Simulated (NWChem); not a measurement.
C$_{4}$H$_{6}$S; SMILES C1=CSCC1

```xyz
11

C      0.8800    -1.1769     0.1048
C      1.2656     0.1021     0.0229
S     -0.0326     1.2570    -0.2524
C     -1.2730    -0.0451     0.1137
C     -0.5897    -1.3929    -0.1317
H      1.5808    -2.0029     0.2449
H      2.2908     0.4723     0.0880
H     -1.5668     0.0630     1.1699
H     -2.1603     0.1157    -0.5135
H     -0.7464    -1.7299    -1.1750
H     -1.0205    -2.1722     0.5174
```
Atoms are numbered in this order, from 1.

All runs: NWChem. Pople sets run with spherical d functions. Geometry: optimised at PBE0/def2-SVP. Level: M06-2X/6-31G* with SMD (1 M gas to 1 M solution), gas-phase geometry.

| solvent | dielectric constant | solvation free energy (kcal/mol) | cavity-dispersion-structure term (kcal/mol) | dipole in solution (D) |
|---|---|---|---|---|
| water | 78.4 | -1.6 | 2.3 | 2.37 |
| chloroform | 4.71 | -5.7 | -2.7 | 2.19 |
| chlorobenzene | 5.70 | -5.8 | -2.6 | 2.22 |
| ethyl acetate | 5.99 | -5.2 | -1.9 | 2.23 |
| benzene | 2.27 | -5.0 | -2.9 | 2.03 |
| cyclohexane | 2.02 | -4.4 | -2.5 | 1.99 |
| N,N-dimethylformamide | 37.2 | -4.9 | -1.0 | 2.35 |
